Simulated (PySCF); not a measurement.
Computed shifts of a molecule C₃H₈Se, PBE/pcSseg-1 (PySCF), GIAO, gas phase, atoms alike by connectivity averaged where their shifts nearly agree, in ppm (number of nuclei): ¹³C: 36.0 (1), 19.3 (1), 16.6 (1). ¹H: 2.81 (1), 2.49 (1), 2.15 (3), 1.61 (3). References: ⁷⁷Se against Me2Se (σ = 1634.8 ppm); ¹³C against TMS (σ = 182.0 ppm); ¹H against TMS (σ = 31.49 ppm), references at their B3LYP-D3(BJ)/def2-TZVP geometries, non-relativistic. Geometry optimised at B3LYP-D3(BJ)/def2-SVP. Other conformers were not sampled.

**Question.** Identify the compound among the candidates.
(A) CC(C)[SeH]
(B) CC[Se]C
(C) CCC[SeH]

**Answer.** B, CC[Se]C
